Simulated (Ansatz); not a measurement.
An input meant for the cluster Mo₃S₇⁻ (charge -1, doublet; atoms displaced at random, 0.03 Å in each coordinate).

```yaml
crystal:
  periodic: [false, false, false]
  atoms:
    - {symbol: Mo, position_ang: [-0.023768, 1.656571, 0.233835]}
    - {symbol: Mo, position_ang: [1.284480, -1.239370, 0.133111]}
    - {symbol: Mo, position_ang: [-1.670801, -0.049192, 0.096013]}
    - {symbol: S, position_ang: [-2.959874, 0.251412, -1.666273]}
    - {symbol: S, position_ang: [2.286946, -2.384413, 1.584920]}
    - {symbol: S, position_ang: [-0.211694, 3.080026, -1.342384]}
    - {symbol: S, position_ang: [-1.779255, 1.493443, 1.797870]}
    - {symbol: S, position_ang: [1.901682, -1.650021, -1.788082]}
    - {symbol: S, position_ang: [-0.868130, -2.147011, 0.266362]}
    - {symbol: S, position_ang: [2.054415, 0.958110, 0.725198]}
basis:
  gaussian: {orbitals: def2-SVP}
total_charge: -1
magnetization: {spin_polarized: true, initial_magnetization: 5}
hamiltonian: {xc: {name: HF}}
correlation: {method: mp2}
scf: {omitted_lower_state_checks: [starts]}
```

```sh
$ ansatz run in.yaml --threads 6 --pin off --events-out ev --progress --plain --max-ram 7833MiB
```

Output, abridged:

```
Functional definition: HF
2088 factors; integrals over basis functions are off by at most 8.2e-4 eV
mean field evaluation 1: about -81199.0914 eV, gradient 4.5e1 eV
mean field evaluation 2: about -81199.9910 eV, gradient 4.5e1 eV
mean field evaluation 4: about -81211.6634 eV, gradient 8.6e0 eV
mean field evaluation 8: about -81214.2787 eV, gradient 3.1e0 eV
mean field evaluation 16: about -81215.1224 eV, gradient 5.0e-1 eV
mean field evaluation 32: about -81215.3448 eV, gradient 3.3e-1 eV
mean field -81215.35647919 eV, -2984.6093008645 hartree, gradient 3.3e-6 eV, S^2 10.058814; 0 other end points of the search recorded, 0 dependent functions left out
35 core orbitals not correlated: weight in the atoms' cores, before any rotation towards them, 1.000 or more for the frozen orbitals, at most 0.000 for the correlated occupied ones
reference -81215.35647919 eV, -2984.6093008645 hartree; 45, 40 occupied and 139, 144 virtual orbitals, 2088 factors
second order -56.60550883 eV of doubles, -0.00000000 eV of singles
Total energy: -81271.96198802 eV, -2986.6895149453 hartree
Checks for a lower state left out: starts
```

In this input the spin is set far too high (5 unpaired electrons typed, 1 in the doublet as meant). The run converged. The result belongs to that input, not to the species as meant.

In the def2 sets Mo takes a core potential; there is no spin–orbit coupling. Correlated methods freeze 35 core orbitals; core or outer-core shells of Mo are correlated, in sets that lack core-valence functions. The highest occupied level of an anion often lies above zero with these methods, and sets without diffuse functions describe the outer electron poorly. The charge -1 sextet is spin-contaminated (final ⟨S²⟩ up to 10.06, 8.75 for a pure state).
